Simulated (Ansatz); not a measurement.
Results of the Gaussian-basis code of Ansatz.

A structure relaxed at PBE0-D4/def2-TZVP, charge 0, multiplicity 1:

Cartesian coordinates in Å:
```
C 0.814 0.144 -1.404
Si -0.548 -0.176 -0.187
C -0.350 0.803 1.374
F -1.942 0.230 -0.867
S -0.788 -2.268 0.209
H 1.778 -0.174 -1.000
H 0.638 -0.406 -2.331
H 0.879 1.210 -1.637
H 0.563 0.514 1.901
H -1.195 0.633 2.045
H -0.290 1.873 1.154
H 0.440 -2.383 0.744
```

Give its formula and SMILES.

C2H7FSSi, `C[Si](C)(F)S`.

Point group (tolerance 0.08 Å, 0.16 Å for H)?

Cs.

Summarise the bond lengths by kind.

2 × C–Si 1.854 Å; 6 × C–H 1.092 to 1.094 Å; 1 × F–Si 1.603 Å; 1 × S–Si 2.143 Å; 1 × H–S 1.344 Å.
